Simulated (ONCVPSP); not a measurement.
# Pseudopotential generation for Cr: ONCV, PBE, scalar-relativistic.

| Item | Value |
| --- | --- |
| Element | Cr (Z = 24) |
| Generator | ONCVPSP 4.0.1 |
| Type | optimised norm-conserving Vanderbilt (ONCV) |
| Functional | PBE |
| Relativity | scalar-relativistic |
| Frozen core | [Ne] 3s2 |
| Valence charge | 12 |
| Reference configuration | 3p6 3d5 4s0.75 (charge +0.25) |
| Partial waves | 4s: rc 2.65 bohr, ncon 4, nbas 9, qcut 2.5 1/bohr, 3 projectors, debl 1.2 Ha; 3p: rc 1.15 bohr, ncon 3, nbas 8, qcut 12.4 1/bohr, 2 projectors, debl 0.7 Ha; 3d: rc 1.75 bohr, ncon 5, nbas 9, qcut 10.6 1/bohr, 2 projectors, debl 2.8 Ha |
| Local potential | polynomial inside 0.85 bohr (lpopt 5, dvloc0 4 Ha) |
| Core correction | none |

In the p channel the program set the typed energies aside and used -1.729, 0.250 Ha.

Poles of the logarithmic derivatives, all-electron (AE) and pseudo (PS). Narrow ghost or core levels that the grid stepped over were put in at their known energies. s: poles at -2.8, 0.8, 4.8 (AE) and -0.8, 0.8, 4.6 (PS) Ha. p: poles at 0.5 (AE) and 0.5 (PS) Ha. d: poles at 0.3 (AE) and 0.3 (PS) Ha. Test radii: s 2.69, p 1.17, d 1.78 bohr.

* Cutoffs needed: 39 Ha and 50 Ha (the cutoffs (Ha) at which the residual kinetic energy of the hardest occupied pseudo-wave falls to 1 and 0.1 mHa per electron)
* Ghost test: ghosts flagged at negative energy: s at -21.4 eV; no localised positive-energy state flagged; a true bound ghost makes a file unfit for plane-wave use
* Largest excitation error: +23 meV (all-electron minus pseudo) for 3p6 3d4 4s0, out of 4 test configurations
